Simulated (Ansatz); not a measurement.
# Nudged elastic band run: FGeH₅Si

Input:

```yaml
crystal:
  periodic: [false, false, false]
  atoms:
    - { symbol: Ge, position_ang: [-0.963729, -0.55782, 0.478776] }
    - { symbol: Si, position_ang: [0.984061, 0.515102, -0.447208] }
    - { symbol: F, position_ang: [0.501059, 1.762626, -1.375653] }
    - { symbol: H, position_ang: [1.863317, 1.06965, 0.604076] }
    - { symbol: H, position_ang: [1.759839, -0.397568, -1.313812] }
    - { symbol: H, position_ang: [-1.762012, 0.434145, 1.334531] }
    - { symbol: H, position_ang: [-1.861879, -1.092567, -0.644156] }
    - { symbol: H, position_ang: [-0.520556, -1.733466, 1.363447] }
basis:
  gaussian: { orbitals: def2-SVPD }
hamiltonian:
  xc: hf
neb:
  order_check: false
  images: 5
  f_tol: 0.03
  max_iterations: 60
  initial_path: linear
  final_atoms:
    - { symbol: Ge, position_ang: [-1.36509831, -0.55498411, 0.36637576] }
    - { symbol: Si, position_ang: [1.9844299, 0.59995351, 0.13847407] }
    - { symbol: F, position_ang: [-0.04803183, 0.19171379, -0.57529619] }
    - { symbol: H, position_ang: [1.87035898, 1.9732596, -0.48288115] }
    - { symbol: H, position_ang: [2.50091541, -0.07780249, -1.11039879] }
    - { symbol: H, position_ang: [-1.59919014, 0.39730855, 1.52785548] }
    - { symbol: H, position_ang: [-2.5142594, -0.60936195, -0.63073338] }
    - { symbol: H, position_ang: [-0.82902462, -1.9199849, 0.76660521] }
```

Command:

```bash
$ ansatz run input.yaml --threads 2 --pin off --max-ram 3072MiB --backend cpu --events-out ev --progress --plain --runs-dir out
```

Output, in part (warnings, iteration lines, the closing report on the highest movable image, with atoms numbered from 0):

```
NEB end point (image 0): max|allowed force component| = 1.742e-2 eV/Å (the criterion of neb.relax_end_points is 1.000e-2)
NEB end point (image 6): max|allowed force component| = 5.905e-3 eV/Å (the criterion of neb.relax_end_points is 1.000e-2)
NEB iter   1: max|band force component| = 2.076e1 eV/Å  barrier→ = 6.8676 eV  barrier← = 4.3175 eV  Δτ_max = 0.2000 Å  (230 SCF iters)
NEB iter   2: max|band force component| = 7.428e0 eV/Å  barrier→ = 3.6678 eV  barrier← = 1.1178 eV  Δτ_max = 0.1952 Å  (176 SCF iters)
NEB iter   3: max|band force component| = 2.760e0 eV/Å  barrier→ = 3.0277 eV  barrier← = 0.4777 eV  Δτ_max = 0.1978 Å  (166 SCF iters)
NEB iter   4: max|band force component| = 1.042e0 eV/Å  barrier→ = 2.7897 eV  barrier← = 0.2397 eV  Δτ_max = 0.1881 Å  (155 SCF iters)
NEB iter   5: max|band force component| = 7.857e-1 eV/Å  barrier→ = 2.7124 eV  barrier← = 0.1624 eV  Δτ_max = 0.0914 Å  (158 SCF iters)
NEB iter   6: max|band force component| = 4.958e-1 eV/Å  barrier→ = 2.6983 eV  barrier← = 0.1483 eV  CI = image 5  Δτ_max = 0.1900 Å  (162 SCF iters)
NEB iter   7: max|band force component| = 1.213e0 eV/Å  barrier→ = 2.9257 eV  barrier← = 0.3756 eV  CI = image 5  Δτ_max = 0.0926 Å  (169 SCF iters)
NEB iter   8: max|band force component| = 9.820e-1 eV/Å  barrier→ = 2.9385 eV  barrier← = 0.3885 eV  CI = image 5  Δτ_max = 0.0602 Å  (160 SCF iters)
NEB iter   9: max|band force component| = 4.231e-1 eV/Å  barrier→ = 2.9226 eV  barrier← = 0.3726 eV  CI = image 5  Δτ_max = 0.0195 Å  (156 SCF iters)
NEB iter  10: max|band force component| = 5.045e-2 eV/Å  barrier→ = 2.9212 eV  barrier← = 0.3712 eV  CI = image 5  Δτ_max = 0.0106 Å  (151 SCF iters)
NEB iter  11: max|band force component| = 1.918e-2 eV/Å  barrier→ = 2.9208 eV  barrier← = 0.3708 eV  CI = image 5  Δτ_max = 0.0000 Å  (315 SCF iters)
Total energy: -67107.74775669 eV, -2466.1642427930 hartree
Atom 0 at    -1.210211    -0.400384     0.153815 Å, force    -0.006952     0.000730     0.010308 eV/Å
Atom 1 at     1.438262     0.304760     0.308393 Å, force    -0.002453     0.010213    -0.004863 eV/Å
Atom 2 at     0.141552     0.383688    -1.034270 Å, force     0.003248    -0.014333     0.005272 eV/Å
Atom 3 at     1.914829     1.722660     0.260177 Å, force     0.000686    -0.003356    -0.003827 eV/Å
Atom 4 at     2.519316    -0.389582    -0.458642 Å, force     0.005394     0.000649     0.004661 eV/Å
Atom 5 at    -1.655184     0.600236     1.207829 Å, force     0.000264    -0.002276     0.003252 eV/Å
Atom 6 at    -2.169389    -0.385925    -1.041498 Å, force    -0.005154     0.006015    -0.005383 eV/Å
Atom 7 at    -0.979075    -1.835351     0.604198 Å, force     0.004966     0.002358    -0.009421 eV/Å
Dipole moment:    -0.390949    -0.157828     0.142991 e Å
```

The forces met the threshold. Neighbouring images differ by up to 1.3 eV, so the band resolves the path poorly. Another band between the same ends (5 images) ends at a top of the same energy, where a vibrational analysis finds 1 clearly imaginary mode. The orbitals stay closed-shell, which can raise the energy where a bond breaks towards radicals; this wasn't checked here.

Final band (atoms are numbered from 1 in the order of the input):

| image | path coordinate (Å) | energy (kJ/mol) | Ge1–Si2 (Å) | Ge1–F3 (Å) |
| --- | --- | --- | --- | --- |
| 0 | 0.00 | 0.0 | 2.41 | 3.31 |
| 1 | 0.65 | 0.9 | 2.41 | 3.31 |
| 2 | 1.30 | 2.8 | 2.42 | 3.30 |
| 3 | 1.95 | 26.2 | 2.43 | 2.96 |
| 4 | 2.60 | 156.3 | 2.51 | 2.46 |
| 5 | 3.25 | 281.8 | 2.75 | 1.96 |
| 6 | 4.23 | 246.0 | 3.55 | 1.78 |

The run took 3.2 min on 2 threads of Arm Neoverse N1, with other jobs on the host, peak memory 0.29 GiB.
